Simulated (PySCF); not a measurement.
**Potential energy of IBr⁺ along the bond**

Set-up: PySCF, scalar-relativistic core potentials, basis sets I cc-pVDZ-PP with ECP28, Br cc-pVDZ-PP with ECP10. Energies in eV from I⁺ + Br in their ground configurations at the same level. State: ²Π (doublet), unpaired electrons π ↑.

| R (Å) | PBE0 |
| --- | --- |
| 2.073 | -1.004 |
| 2.169 | -1.910 |
| 2.265 | -2.388 |
| 2.338 | -2.551 |
| 2.410 | -2.593 |
| 2.482 | -2.547 |
| 2.579 | -2.392 |
| 2.699 | -2.103 |
| 2.844 | -1.693 |
| 3.037 | -1.148 |

Q: Put a parabola through the three lowest points of the PBE0 curve and estimate Re, k and ωe (reduced mass 48.66 u; 1 eV/Å² = 0.16022 mdyn/Å; ωe = 1302.8·√(k/μ) cm⁻¹).

A: Through R = 2.338, 2.41, 2.482 Å the second-order coefficient is 8.49 eV/Å², so Re ≈ 2.408 Å, k ≈ 2.72 mdyn/Å and ωe ≈ 308 cm⁻¹. A polynomial fit of higher order to the unrounded PBE0 energies gives Re = 2.405 Å, k = 2.74 mdyn/Å, ωe = 309 cm⁻¹; anharmonicity and rounding make the difference.

The higher-order fit for each curve: PBE0: Re = 2.405 Å, ωe = 309 cm⁻¹, De = 2.59 eV.

These are scalar-relativistic numbers at best; spin–orbit coupling would shift them, the dissociation energy most. For an ion De counts to the pair picked by the measured ionisation energies or electron affinities, which need not be the lowest pair at this level. The state was picked by a PBE0 search and need not be the measured ground state.
